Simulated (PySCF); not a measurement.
SMILES [SiH2](CC=C)C=C (C5H10Si) (GFN2-xTB optimised geometry):

```
16

C      1.127    -0.584     0.000
C     -0.195    -0.584     0.000
C     -1.046     0.634     0.000
Si    -2.163     0.762    -1.547
C     -1.174     0.987    -3.134
C      0.136     0.849    -3.261
H      1.693     0.334     0.017
H      1.701    -1.495    -0.010
H     -0.733    -1.524    -0.007
H     -0.421     1.524     0.091
H     -1.701     0.606     0.874
H     -2.979    -0.456    -1.655
H     -3.047     1.924    -1.372
H     -1.748     1.249    -4.016
H      0.646     0.988    -4.204
H      0.762     0.584    -2.425
```

Computed with CAM-B3LYP/def2-TZVP run with PySCF 2.14.0.

Problem. What are the frontier orbital energies and the dipole moment?

Solution. HOMO-2 -10.21 eV, HOMO-1 -9.21 eV, HOMO -8.41 eV, LUMO 0.83 eV, LUMO+1 1.38 eV; dipole moment 0.25 D.

Meta-Löwdin charges at CAM-B3LYP/def2-TZVP: C1 -0.29, C2 -0.08, C3 -0.44, Si4 0.67, C5 -0.35, C6 -0.22, H7 0.11, H8 0.12, H9 0.11, H10 0.12, H11 0.13, H12 -0.12, H13 -0.12, H14 0.12, H15 0.12, H16 0.12.
